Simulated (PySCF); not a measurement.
**Magnetic susceptibility: `C[P](C)[Ge]([CH3])([CH3])[CH3]`, C5H15GeP**

Geometry:
```json
{"atom": "Ge1", "x (Å)": "-0.440", "y (Å)": "0.032", "z (Å)": "-0.640"}
{"atom": "P2", "x (Å)": "-0.519", "y (Å)": "0.030", "z (Å)": "1.725"}
{"atom": "C3", "x (Å)": "0.748", "y (Å)": "1.352", "z (Å)": "2.024"}
{"atom": "C4", "x (Å)": "0.570", "y (Å)": "-1.444", "z (Å)": "2.011"}
{"atom": "H5", "x (Å)": "1.683", "y (Å)": "1.142", "z (Å)": "1.510"}
{"atom": "H6", "x (Å)": "0.935", "y (Å)": "1.420", "z (Å)": "3.095"}
{"atom": "H7", "x (Å)": "0.349", "y (Å)": "2.305", "z (Å)": "1.683"}
{"atom": "H8", "x (Å)": "1.527", "y (Å)": "-1.349", "z (Å)": "1.501"}
{"atom": "H9", "x (Å)": "0.745", "y (Å)": "-1.547", "z (Å)": "3.081"}
{"atom": "H10", "x (Å)": "0.056", "y (Å)": "-2.336", "z (Å)": "1.659"}
{"atom": "C11", "x (Å)": "1.401", "y (Å)": "0.042", "z (Å)": "-1.441"}
{"atom": "H12", "x (Å)": "1.978", "y (Å)": "-0.818", "z (Å)": "-1.113"}
{"atom": "H13", "x (Å)": "1.941", "y (Å)": "0.944", "z (Å)": "-1.171"}
{"atom": "H14", "x (Å)": "1.322", "y (Å)": "0.004", "z (Å)": "-2.522"}
{"atom": "C15", "x (Å)": "-1.404", "y (Å)": "1.638", "z (Å)": "-1.322"}
{"atom": "H16", "x (Å)": "-0.887", "y (Å)": "2.553", "z (Å)": "-1.052"}
{"atom": "H17", "x (Å)": "-2.407", "y (Å)": "1.682", "z (Å)": "-0.909"}
{"atom": "H18", "x (Å)": "-1.482", "y (Å)": "1.598", "z (Å)": "-2.404"}
{"atom": "C19", "x (Å)": "-1.391", "y (Å)": "-1.581", "z (Å)": "-1.329"}
{"atom": "H20", "x (Å)": "-1.569", "y (Å)": "-1.485", "z (Å)": "-2.395"}
{"atom": "H21", "x (Å)": "-2.348", "y (Å)": "-1.699", "z (Å)": "-0.831"}
{"atom": "H22", "x (Å)": "-0.808", "y (Å)": "-2.483", "z (Å)": "-1.162"}
```

Computed with PySCF, GIAO HCTH407/def2-SVP magnetisability, rotational g tensor and spin-rotation constants, non-relativistic, gas phase. Geometry: GFN2-xTB.

The calculation is non-relativistic, which matters for the atoms heavier than Zn.

How diamagnetic is it, and how anisotropic?

Isotropic -1941 × 10⁻³⁰ J/T², or -116.9 × 10⁻⁶ cm³/mol; principal values -1960, -1957, -1907 × 10⁻³⁰ J/T², anisotropy 51 × 10⁻³⁰ J/T² (root of half the summed squared differences of the principal values). The susceptibility is in cgs units.

Split it along the inertial axes a, b, c into diamagnetic and paramagnetic parts about the centre of mass, with the quadrupole moment.


| axis | χ (10⁻⁶ cm³/mol) | diamagnetic (10⁻⁶ cm³/mol) | paramagnetic (10⁻⁶ cm³/mol) | summed x² of all electrons (Å²) | quadrupole Θ (D Å) |
| --- | --- | --- | --- | --- | --- |
| a | -116.2 | -818.5 | 702.2 | 218.9 | +1.87 |
| b | -117.9 | -1275.8 | 1158.0 | 111.1 | +1.81 |
| c | -116.6 | -1400.4 | 1283.8 | 81.8 | -3.68 |

Anisotropies 2χaa − χbb − χcc = +2.0 and 2χbb − χaa − χcc = -2.9 × 10⁻⁶ cm³/mol. Θ is traceless in Buckingham's convention.

And the rotational g tensor?


```csv
axis,rotational constant (GHz),g,nuclear part,electronic part
a,1.9434,-0.0010,0.6402,-0.6412
b,1.0856,+0.0003,0.5909,-0.5906
c,0.9893,+0.0012,0.5979,-0.5967
```
Asymmetric top; isotopes 12C, 74Ge, 1H, 31P; no vibrational averaging.
